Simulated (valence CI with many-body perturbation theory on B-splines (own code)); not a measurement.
# Br14+: key properties

Method: relativistic CI+MBPT: three valence electrons over a frozen Dirac-Fock core [Ar], a basis of 9 s, 9 p, 10 d, 8 f, 5 g, 3 h, 1 i functions for each j, with the one-electron correlation potential Σ1 (screened to all orders), the two-electron term Σ2, the three-electron term Σ3, Breit, model QED; selected single and double excitations, second order for the rest (own B-spline code, finite nucleus).

No measured spectrum was set against this ion. As an estimate, terms of the open shell hold to 2 to 4 % of their energy, and close levels can change places. Core correlation moves these levels by up to 4600 cm⁻¹, and in measured spectra 5 to 20 % of such shifts remained as error; rates that hang on mixing are uncertain with them. Only levels of the ground parity were solved; by the run's estimate the other parity begins above the list, which can be wrong where configurations are misplaced.

Rates and lifetimes use the calculated energies. Strong lines usually hold to 10 to 20 %, long lifetimes can be off by a factor of two.

Question: What is the ground level?

Answer: 3d³ ⁴F_3/2, composition 97 % 3d³ ⁴F + 3 % 3d³ ²D, g = 0.409.

Question: How well does LS coupling describe the low levels?

Answer: Among the lowest 19 levels the leading LS term, summed over configurations, holds 89 % on average. For single configurations the figures are 88 % in LS and 68 % in jj coupling. Terms mix most in the J = 3/2 level at 58027 cm⁻¹, where the leading one holds 55 %.

Question: What is the ionisation energy?

Answer: 482.28 eV; NIST lists 481 ± 3 eV (theoretical).

Question: How is the term ⁴F of the ground level split?

Answer: J = 3/2 at 0.0, J = 5/2 at 4861, J = 7/2 at 10458, J = 9/2 at 16248 cm⁻¹.
